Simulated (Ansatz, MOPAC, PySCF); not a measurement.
C2H2 (SMILES C#C) and H4OSi (SMILES O[SiH3]) are pulled apart as rigid monomers along the line of their centres of mass, from the B3LYP-D3(BJ)/def2-TZVP minimum. Starting geometry (charge 0, multiplicity 1):
```xyz
10

C      0.13516     0.80274     0.53672
C      0.22527    -0.38890     0.45588
H      0.05846     1.86120     0.60605
H      0.30894    -1.44646     0.38109
O     -1.08684    -0.08232     3.46669
Si     0.20468    -0.02885     4.48981
H     -0.89740    -0.01015     2.52316
H      1.15983    -1.13719     4.23434
H     -0.34313    -0.15380     5.85591
H      0.95316     1.24847     4.36967
```

Interaction energies with rigid monomers; basis-set methods are counterpoise corrected unless marked otherwise.

Correlated levels freeze the cores. Rows in 3-21G carry no dispersion term and start afresh at each structure. The state reached by PM3, PM6 isn't checked.

Programs: Ansatz (a quantum-chemistry and plane-wave program) with Gaussian orbitals; MOPAC for PM3, PM6 (differences of heats of formation); PySCF for 3-21G rows. Each number belongs to the level named beside it.

| C1···H7 (Å) | PM3 (meV) | PM6 (meV) | r2SCAN/def2-TZVPPD (meV) | B3LYP/3-21G (no counterpoise) (meV) | MP2/aug-cc-pV(D+d)Z (meV) |
|---|---|---|---|---|---|
| 2.17 | 32.0 | 10.4 | -129.3 | -158.5 | -89.4 |
| 2.38 | -33.6 | [?] | -154.3 | -189.6 | -128.6 |
| 2.71 | -33.2 | -44.5 | -130.6 | -162.6 | -121.4 |
| 3.26 | -7.6 | -18.3 | -72.1 | -87.9 | -74.6 |
| 4.18 | [?] | -6.4 | -26.1 | -24.8 | -29.5 |

Problem. Some entries are withheld; supply them.

Solution. 
- 4.18, PM3 (meV): -0.3
- 2.38, PM6 (meV): -44.4
